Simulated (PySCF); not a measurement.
**Worked example: oscillator strength and radiative lifetime**

CHAlClNO, SMILES O=C=[N][AlH][Cl].

The structure is a stationary point at PBE0-D3(BJ)/def2-SVP. The values are those of a single conformer.

TDA-CAM-B3LYP/def2-SVPD (PySCF) puts the first singlet state with f over 0.02 at 6.72 eV (vertical), with the transition dipole (-0.146, 0.717, 0.000) in atomic units.

Find the oscillator strength, the wavelength and the radiative lifetime that this transition would have in vacuum if emission retraced absorption.


|μ|² = 0.5354 au, so |μ| = 1.86 D. ΔE = 6.72/27.211 = 0.2470 hartree. f = (2/3) ΔE |μ|² = 0.088 (the program prints 0.088).
λ = 1239.84/6.72 = 184 nm; ν = 54200 cm⁻¹.
Einstein's coefficient A = 0.6670 ν² f s⁻¹ (ν in cm⁻¹) = 1.7e8 s⁻¹, so τ = 1/A = 5.8 ns. This state is S3; the lower singlets have f = 0.002, 0.012. The figure is the radiative limit of this one transition; relaxation, internal conversion, crossing to triplets and a medium change what is measured.
